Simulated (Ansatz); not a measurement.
Reaction (redistribution): `COB(S)Cl` + `S[SiH2]S` → `COB(S)S` + `S[SiH2]Cl`

Program: Ansatz. Geometries: PBE0-D4/def2-TZVP. ΔE: electronic, gas phase. CCSD(T)/CBS adds triple-zeta CCSD(T) − MP2 to the extrapolated MP2 energy (def2 sets, frozen cores). This one scheme is used for every species. Functionals use def2-TZVPP. One conformer a species, not always the lowest.

```json
{"level": "PBE0-D4", "ΔE (kJ/mol)": "-16.1"}
{"level": "CCSD(T)/def2-TZVPP", "ΔE (kJ/mol)": "-16.8"}
{"level": "HF/def2-QZVPP", "ΔE (kJ/mol)": "-17.4"}
{"level": "MP2/CBS(def2)", "ΔE (kJ/mol)": "-18.6"}
```

(1) What does CCSD(T)/CBS give? (An estimate is asked.)

Largest T1 diagnostic among the species: 0.013.

## Answers

(1) Computed: -17.7 kJ/mol. The listed levels differ from it by 1.6, 0.9, 0.3, -0.9 kJ/mol.
